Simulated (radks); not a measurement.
Ne, 10 electrons, occupied as [Ne]. Method: non-relativistic Kohn-Sham, Slater X-alpha with alpha = 0.552, spin-polarised, spherical densities, point nucleus; computed with a radial shooting solver on a logarithmic mesh with Libxc functionals. Some entries of the table are withheld. Estimate them.

| orbital | occ. | eigenvalue (eV) | <r^2> (bohr^2) |
|---|---|---|---|
| 1s | 2 | -811.9426 | 0.03442 |
| 2s | 2 | (1) | (2) |
| 2p | 6 | -10.0832 | (3) |

Answer. 
(1) 2s eigenvalue (eV): -32.1727
(2) 2s <r^2> (bohr^2): 1.031
(3) 2p <r^2> (bohr^2): 1.429
